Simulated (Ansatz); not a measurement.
`[SH][SnH]([Cl])[Cl]` + `FB(F)Cl` → `[F][SnH]([Cl])[Cl]` + `FB(S)Cl`  (redistribution)

Calculated with Ansatz (gas phase, PBE0-D4/def2-TZVP geometries, no zero-point term in ΔE). CCSD(T)/CBS is the MP2 limit (def2-TZVPP, def2-QZVPP) plus CCSD(T) − MP2 in def2-TZVPP, frozen cores. DFT in def2-TZVPP. B3LYP here is the variant with VWN-RPA as its local correlation; programs differ in this. HSE06 is defined as in plane-wave codes. Elements past krypton have def2 core potentials. For Sn outer-core shells are correlated without core-valence functions, which leaves a few kJ/mol of doubt a bond. One conformer a species, not always the lowest.

```json
{"level": "LDA (SPW92)", "ΔE (kcal/mol)": "19.6", "difference from CCSD(T)/CBS": "-0.3"}
{"level": "revPBE-D4", "ΔE (kcal/mol)": "17.1", "difference from CCSD(T)/CBS": "-2.8"}
{"level": "HSE06-D4", "ΔE (kcal/mol)": "20.2", "difference from CCSD(T)/CBS": "0.3"}
{"level": "PBE-QIDH", "ΔE (kcal/mol)": "20.9", "difference from CCSD(T)/CBS": "1.0"}
{"level": "r2SCAN", "ΔE (kcal/mol)": "18.7", "difference from CCSD(T)/CBS": "-1.2"}
{"level": "PBE0", "ΔE (kcal/mol)": "19.7", "difference from CCSD(T)/CBS": "-0.2"}
{"level": "B3LYP", "ΔE (kcal/mol)": "19.4", "difference from CCSD(T)/CBS": "-0.5"}
{"level": "r2SCAN0", "ΔE (kcal/mol)": "20.7", "difference from CCSD(T)/CBS": "0.8"}
{"level": "CAM-B3LYP", "ΔE (kcal/mol)": "19.3", "difference from CCSD(T)/CBS": "-0.6"}
{"level": "LC-ωPBE", "ΔE (kcal/mol)": "18.0", "difference from CCSD(T)/CBS": "-1.9"}
{"level": "MP2/def2-SVP", "ΔE (kcal/mol)": "21.0", "difference from CCSD(T)/CBS": "1.1"}
{"level": "CCSD/def2-SVP", "ΔE (kcal/mol)": "21.9", "difference from CCSD(T)/CBS": "2.0"}
{"level": "HF/def2-TZVPP", "ΔE (kcal/mol)": "23.3", "difference from CCSD(T)/CBS": "3.4"}
{"level": "CCSD/def2-TZVPP", "ΔE (kcal/mol)": "21.4", "difference from CCSD(T)/CBS": "1.5"}
{"level": "HF/CBS(def2)", "ΔE (kcal/mol)": "22.6", "difference from CCSD(T)/CBS": "2.7"}
{"level": "CCSD/CBS(def2)", "ΔE (kcal/mol)": "20.6", "difference from CCSD(T)/CBS": "0.7"}
{"level": "CCSD(T)/CBS", "ΔE (kcal/mol)": "19.9", "difference from CCSD(T)/CBS": "0"}
```

Largest T1 diagnostic among the species: 0.012.

From BLYP to BHLYP (50 % exact exchange), in def2-TZVPP and without D4, ΔE moves by +3.6 kcal/mol. At CCSD(T), def2-SVP lies +1.5 kcal/mol from the extrapolated value and def2-TZVPP +0.8 kcal/mol.
